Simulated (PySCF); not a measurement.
C3HF4, multiplicity 2. Atoms are numbered in the order given.

```xyz
8

F      0.2617     2.8980     0.0000
C     -0.2918     1.6911     0.0000
C      0.3956     0.5691     0.0000
C      0.0544    -0.8671     0.0000
F      0.5376    -1.4945    -1.0805
F      0.5376    -1.4945     1.0805
F     -1.2877    -1.0284     0.0000
H     -1.3911     1.7170     0.0000
```
Charge 0, spin multiplicity 2.

Geometry: B3LYP-D3(BJ)/def2-SVP. The isomer is the one that the SMILES or the coordinates give; other isomers of the formula were not compared.

These are PBE/def2-TZVP in PySCF values and carry that method's errors.

ESP charges are fitted to the potential on shells at 1.4 to 2.0 van der Waals radii. Atomic charges (e):

```tsv
atom	meta-Löwdin	ESP fit	Mulliken spin
F1	-0.21	-0.06	0.01
C2	___	-0.07	-0.07
C3	-0.09	-0.03	0.94
C4	___	0.38	0.01
F5	___	-0.13	0.00
F6	___	-0.13	0.00
F7	___	-0.14	0.04
H8	0.15	0.19	0.06
```

**Question.** What belongs in the gaps? (Estimate from the structure and the level; the computed values follow.)

**Answer.** 
- C2, meta-Löwdin: 0.16
- C4, meta-Löwdin: 0.73
- F5, meta-Löwdin: -0.24
- F6, meta-Löwdin: -0.24
- F7, meta-Löwdin: -0.25

**Question.** Give the Mayer and Wiberg (Löwdin basis) orders of the bonds. (An estimate is asked for; the answer gives what the named calculation found.)

**Answer.** 
| bond | Mayer | Wiberg |
|---|---|---|
| F1–C2 | 1.12 | 1.82 |
| C2–C3 | 1.87 | 2.18 |
| C3–C4 | 1.06 | 1.26 |
| C4–F5 | 1.18 | 1.78 |
| C4–F6 | 1.18 | 1.78 |
| C4–F7 | 1.16 | 1.73 |
| C2–H8 | 0.94 | 0.84 |
